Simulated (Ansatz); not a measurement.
Coupled-cluster diagnostics for Ge(OMe)2H2 (C₂H₈GeO₂), Ansatz.

Geometry of the singlet (PBE-D4/def2-SVP):

Cartesian coordinates in Å:
```
C 1.8545 0.9637 0.4315
C -1.9940 0.1222 -0.7497
Ge 0.1583 -1.2328 0.3606
O 1.4568 -0.1804 -0.3033
O -1.3902 -0.3229 0.4519
H 2.1565 0.7213 1.4790
H 1.0538 1.7378 0.4837
H 2.7335 1.4148 -0.0755
H -2.1596 -0.7045 -1.4822
H -1.3947 0.9101 -1.2629
H -2.9863 0.5547 -0.5014
H 0.4464 -1.5985 1.8372
H 0.0650 -2.3854 -0.6689
```

Correlated methods freeze 13 core orbitals; core or outer-core shells of Ge are correlated, in sets that lack core-valence functions. Another isomer (singlet) lies 1.93 eV lower at PBE0-D4/def2-TZVP; other spin states weren't run for this one.

**Question.** Estimate the CCSD(T) correlation energy, the shares of MP2 and (T), T1 and the reference's ⟨S²⟩ for: charge 0, singlet, own geometry in def2-SVP; and the rough time on 4 threads of Arm Neoverse V1 on a shared host.

**Answer.** 
```json
{"state": "charge 0, singlet, own geometry", "basis": "def2-SVP", "correlation (eV)": "-26.089", "MP2 share (%)": "93.0", "(T) share (%)": "2.6", "T1": "0.012", "⟨S²⟩ (pure)": "0.00 (0.00)", "wall time": "19 s"}
```
Customary marks for T1 are 0.02 (closed shells), 0.045 (open shells) and about 0.05 (3d metals). T1 stays under 0.02 throughout.
